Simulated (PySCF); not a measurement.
Bonds (- single, = double, # triple, : aromatic): C1=C2, C2-C3, C2-C4, C4-C5, C4=C6, C6-N7, N7-Si8, N7-Si9. C1 carries H10, H11; C3 carries H12, H13, H14; C5 carries H15, H16, H17; C6 carries H18; Si8 carries H19, H20, H21; Si9 carries H22, H23, H24. Stereochemistry as in C=C(C)/C(C)=C\N([SiH3])[SiH3]. H10 is cis to C3; H11 is trans to C3.

How the numbers were obtained: PBE0/pcSseg-1 with gauge-including orbitals, geometry from GFN2-xTB, in PySCF (equivalent nuclei averaged, isolated molecule, non-relativistic, one conformer).

**Question.** List the cross peaks expected in HSQC, COSY and HMBC spectra.

**Answer.** 

HSQC (one-bond C–H):
```tsv
δH	δC
6.17 (H18)	143.3 (C6)
5.70 (H10)	125.0 (C1)
5.19 (H11)	125.0 (C1)
1.96 (H12/H13/H14)	25.7 (C3)
1.78 (H15/H16/H17)	22.9 (C5)
```

COSY cross peaks (H two or three bonds apart, from the bond graph; peaks can be absent where the dihedral angle is near 90°):
```tsv
δH	δH
5.70 (H10)	5.19 (H11)
```

HMBC (two and three bonds, from the bond graph):
```tsv
δH	δC
6.17 (H18)	152.0 (C2), 127.5 (C4), 22.9 (C5)
5.70 (H10)	152.0 (C2), 127.5 (C4), 25.7 (C3)
5.19 (H11)	152.0 (C2), 127.5 (C4), 25.7 (C3)
4.60 (H19/H20/H21/H22/H23/H24)	143.3 (C6)
1.96 (H12/H13/H14)	152.0 (C2), 127.5 (C4), 125.0 (C1)
1.78 (H15/H16/H17)	152.0 (C2), 143.3 (C6), 127.5 (C4)
```

Shifts are taken against calculated references (same method and geometry level): ¹H and ¹³C against TMS.

Short H···H contacts in this conformer between protons four or more bonds apart (candidates for NOE cross peaks, intensity ∝ r⁻⁶): H15···H18 2.25 Å, H10···H13 2.38 Å, H18···H20 2.53 Å, H12···H17 2.55 Å, H14···H22 2.72 Å.

Shifts are as computed. Against solution values, carbons near 30 ppm lie about +3 ppm off and those near 130 ppm about +5 ppm. Of 1309 compounds with measured shifts, 239 miss one by over three times the rms of a fit or turn the order of signals round; such compounds aren't used in these exercises.
